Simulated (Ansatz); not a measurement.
A nudged elastic band was laid between two geometries of FGeH₃O (6 atoms, charge 0, multiplicity 1).

The calculation used RKS PBE-D4/def2-SVP in Ansatz 0.2.0.

| Property | Result |
| --- | --- |
| movable images | 7 |
| climbing image | yes |
| spring | 5.0 eV/Å² |
| optimiser | quadratic models (default) |
| start path | through a guess of the saddle point |
| force threshold | 0.03 eV/Å |
| iteration limit | 60 |
| end points | relaxed |

First end point:

```xyz
6
Properties=species:S:1:pos:R:3
Ge 0.360 -0.068 0.059
O 0.664 -0.072 1.817
H -0.159 -0.214 2.321
H 1.748 0.085 -0.592
F -0.592 1.362 -0.327
H -0.510 -1.270 -0.395
```

Last end point:

```xyz
6
Properties=species:S:1:pos:R:3
Ge 0.017 0.069 -0.832
O 1.014 0.165 1.226
H 0.498 -0.459 1.774
H 1.913 -0.214 1.178
F -1.082 1.395 -0.350
H -0.848 -1.132 -0.113
```

Task: What changes between the two ends?

Result: Bonds broken: Ge1–O2, Ge1–H4. Bonds formed: O2–H4.

Task: Give the energies along the band, and the barrier.

Result: The forces met the threshold. The highest image is number 5 of 0 to 8, 2.23 eV above the first end and 1.36 eV above the last; the last end lies 0.86 eV above the first. A vibrational analysis at the climbing image gives one clearly imaginary mode, 1203i cm⁻¹: a first-order saddle point. The orbitals stay closed-shell, which can raise the energy where a bond breaks towards radicals; this wasn't checked here.

```
image  path coordinate (Å)  energy (eV)  Ge1–O2 (Å)  Ge1–H4 (Å)  O2–H4 (Å)
    0                 0.00         0.00        1.78        1.54       2.65
    1                 0.46         0.05        1.78        1.54       2.68
    2                 0.91         0.12        1.79        1.55       2.72
    3                 1.37         0.38        1.79        1.54       2.43
    4                 1.82         1.39        1.85        1.54       1.93
    5                 2.28         2.23        2.01        1.63       1.45
    6                 2.78         1.24        2.22        2.03       1.02
    7                 3.28         0.90        2.28        2.59       0.98
    8                 3.78         0.86        2.29        2.78       0.98
```

Task: What is the geometry of the highest image?

Result: 
```xyz
6
Properties=species:S:1:pos:R:3:forces:R:3
Ge 0.197 -0.026 -0.335 -0.01 0.01 0.00
O 0.721 0.206 1.594 0.00 0.02 0.01
H 0.621 -0.626 2.106 0.00 -0.01 -0.01
H 1.618 0.020 0.471 0.00 -0.01 0.00
F -0.763 1.428 -0.619 0.01 -0.02 0.01
H -0.882 -1.178 -0.335 0.00 0.01 0.00
```

Task: What are the harmonic wavenumbers there?

Result: 1203i, 179, 282, 487, 571, 668, 692, 742, 924, 1806, 1953, 3635 cm⁻¹.

The band took 11 iterations and of the order of 2.1 core-minutes.

Run time: 2.1 min on 1 thread of Arm Neoverse V1 (shared host), peak memory 0.13 GiB.
